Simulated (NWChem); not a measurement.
Species: CH$_{5}$BFN; SMILES CNBF

```xyz
9

B     -0.4467    -0.6825     0.0000
F      0.1220    -1.9013     0.0000
H     -1.6395    -0.5938     0.0000
N      0.3653     0.4531     0.0000
C     -0.0845     1.8349     0.0000
H      1.3718     0.3295     0.0000
H      0.2654     2.3766    -0.8886
H      0.2654     2.3766     0.8886
H     -1.1772     1.8537     0.0000
```
Atoms are numbered in this order, from 1.

Computed with NWChem. Pople sets run with spherical d functions. Coordinates come from a B3LYP/6-31G* (spherical d) optimisation.

Q: Order these by “orbital gap (eV)”, lowest first: Hartree-Fock/3-21G; Hartree-Fock/6-311G**; Hartree-Fock/6-311++G**; Hartree-Fock/6-31+G*; Hartree-Fock/STO-3G.

A: Hartree-Fock/6-311++G** (12.13), Hartree-Fock/6-31+G* (12.79), Hartree-Fock/6-311G** (15.26), Hartree-Fock/3-21G (16.43), Hartree-Fock/STO-3G (18.59)
